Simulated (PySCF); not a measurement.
PySCF input for CH3BiF2O, SMILES [F][Bi]([F])[O]C, IEF-PCM-ωB97X/def2-SVP. The structure is a stationary point at B3LYP-D3(BJ)/def2-SVP. The def2 effective core potentials stand for the cores of Bi; spin–orbit coupling is left out. One conformer was computed; it need not be the lowest.

```python
import numpy as np
from pyscf import gto, scf, dft
from pyscf.solvent import pcm

mol = gto.M(
    atom='''
    Bi   -0.39559735    0.21812062   -0.00000000
    F    -0.24079165   -1.17109190    1.48629889
    F    -0.24079165   -1.17109191   -1.48629888
    O     1.60488932    0.75212000   -0.00000000
    C     2.60855052   -0.25030732   -0.00000000
    H     3.58974557    0.25263634   -0.00000000
    H     2.54433333   -0.89605492    0.89402391
    H     2.54433333   -0.89605493   -0.89402390
    ''',
    basis='def2-SVP',
    ecp={'Bi': 'def2-svp'},
    charge=0,
    spin=0,
    max_memory=1600,
    verbose=3,
)
mf = dft.RKS(mol, xc='wb97x').density_fit(auxbasis='def2-universal-jkfit')
mf.grids.level = 3
mf.conv_tol = 1e-9
mf.max_cycle = 100
mf.kernel()
res = {}
for name, eps in {'water': 78.355, 'diethylether': 4.24, 'benzene': 2.2706}.items():
    s = mf.PCM()
    s.with_solvent.method, s.with_solvent.eps, s.with_solvent.lebedev_order = 'IEF-PCM', eps, 29
    s.kernel(mf.make_rdm1())
    res[name] = (s.e_tot, eps, s.dip_moment(), s.mo_energy, s.converged)
    print(f'{name}: electrostatic solvation free energy {(s.e_tot - mf.e_tot) * 627.509474:.3f} kcal/mol')
```

Program output:

```
converged SCF energy = -529.209978009245

WARN: PCM is an experimental feature. It is still in testing.
Features and APIs may be changed in the future.

converged SCF energy = -529.229324075782
Dipole moment(X, Y, Z, Debye): -2.56813,  3.86610, -0.00000
water: electrostatic solvation free energy -12.140 kcal/mol

WARN: PCM is an experimental feature. It is still in testing.
Features and APIs may be changed in the future.

converged SCF energy = -529.223095992464
Dipole moment(X, Y, Z, Debye): -2.32232,  3.60119, -0.00000
diethylether: electrostatic solvation free energy -8.232 kcal/mol

WARN: PCM is an experimental feature. It is still in testing.
Features and APIs may be changed in the future.

converged SCF energy = -529.218616312541
Dipole moment(X, Y, Z, Debye): -2.15361,  3.41678, -0.00000
benzene: electrostatic solvation free energy -5.421 kcal/mol
```

The run converged.

Cost: around 100 core-seconds (rough).
